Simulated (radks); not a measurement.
Values are calculated unless marked as measured or tabulated.
Initial-state core-level shifts of the platinum ion Pt3+ when its valence configuration changes from [Xe] 4f14 5d7. Level of theory: scalar-relativistic Kohn-Sham, SCAN, spin-unpolarised, spherical densities, finite nucleus; meta-GGA in the generalised Kohn-Sham scheme; Fermi nuclear charge, rms radius 5.427 fm (a radial shooting solver on a logarithmic mesh with Libxc functionals). Shifts are changes of the shell-averaged eigenvalues in eV (positive: less bound); the change of the density at the nucleus, which sets a Mossbauer isomer shift, is in e/bohr^3, on a base of 2.116e+06.

| valence | 2p | 3p | 4s | 4p | density at nucleus |
|---|---|---|---|---|---|
| 4f13 5d7 6s1 | -18.135 | -20.044 | -17.827 | -17.274 | +384.5 |
| 4f14 5d6 6p1 | -6.059 | -5.981 | -5.915 | -5.910 | +21.1 |
| 4f14 5d5 6p2 | -12.190 | -12.013 | -11.863 | -11.851 | +44.3 |
| 4f14 5d6 6s1 | -4.563 | -4.464 | -4.376 | -4.371 | +250.8 |
| 4f13.5 5d6 6s1.5 | -13.647 | -14.478 | -13.311 | -13.033 | +455.3 |
| 4f13.5 5d7.5 | -6.632 | -7.622 | -6.602 | -6.333 | +63.8 |
| 4f14 5d5 6s1 6p1 | -10.707 | -10.509 | -10.338 | -10.326 | +285.9 |
| 4f13 5d8 | -13.390 | -15.401 | -13.282 | -12.734 | +129.2 |
| 4f12 5d9 | -27.282 | -31.422 | -26.862 | -25.720 | +264.8 |
